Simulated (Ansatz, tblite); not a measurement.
Species of one formula, Mg4S4 (singlet), each relaxed with PBE0-D4/def2-SVP in Ansatz.

The xTB rows come from tblite. LC-ωPBE has ω = 0.4 bohr⁻¹. Correlated methods freeze 24 core orbitals; core or outer-core shells of Mg are correlated, in sets that lack core-valence functions.

Other spin states weren't relaxed.

A: (MgS)4 cube (Mg₄S₄)

B: (MgS)4 ring (Mg₄S₄)

Estimate which lies lowest at each level, and how far above it the others are (kcal/mol).


```json
{"level": "GFN1-xTB", "A": "0.0", "B": "14.5"}
{"level": "GFN2-xTB", "A": "0.0", "B": "63.6"}
{"level": "HF/STO-3G", "A": "0.0", "B": "63.4"}
{"level": "HF/def2-SVP", "A": "0.0", "B": "26.7"}
{"level": "HF/def2-TZVP", "A": "0.0", "B": "26.7"}
{"level": "PBE-D4/def2-SVP", "A": "0.0", "B": "42.5"}
{"level": "PBE-D4/def2-TZVP", "A": "0.0", "B": "42.4"}
{"level": "r2SCAN-D4/def2-TZVP", "A": "0.0", "B": "42.8"}
{"level": "PBE0-D4/def2-SVP", "A": "0.0", "B": "45.5"}
{"level": "PBE0-D4/def2-TZVP", "A": "0.0", "B": "45.0"}
{"level": "r2SCAN0-D4/def2-TZVP", "A": "0.0", "B": "44.4"}
{"level": "LC-ωPBE/def2-TZVP", "A": "0.0", "B": "44.9"}
{"level": "ωB97M-V/def2-TZVP", "A": "0.0", "B": "42.5"}
{"level": "MP2/def2-SVP", "A": "0.0", "B": "33.8"}
{"level": "MP2/def2-TZVP", "A": "0.0", "B": "42.8"}
{"level": "CCSD/def2-SVP", "A": "0.0", "B": "30.9"}
{"level": "CCSD(T)/def2-SVP", "A": "0.0", "B": "31.4"}
```
Point groups (tolerance 0.1 Å): A Td, B D4h.
